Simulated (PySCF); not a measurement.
C2H4BClO2Si, SMILES OB(O)C#C[SiH2]Cl.

Geometry: PBE0-D3(BJ)/def2-SVP. This is a generated structure with no PubChem entry under its InChIKey; it may be hypothetical. One conformer was computed; it need not be the lowest.

Method: M06-2X/def2-TZVP (PySCF).

Gas-phase values at a fixed geometry.

The total energy comes out as -1003.73193 hartree, the point group is Cs and the highest occupied level is -9.88 eV. The lowest empty level is -0.47 eV. The orbital gap is 9.41 eV, the dipole moment is 0.438 e·Å and the quadrupole, principal values (traceless, Buckingham form, about the centre of nuclear charge) is -17.17, 3.14, 14.03 D·Å. The mean static polarisability comes out as 78.5 bohr³ (11.64 Å³). The polarisability, principal values comes out as 54.2, 72.9, 108.5 bohr³.
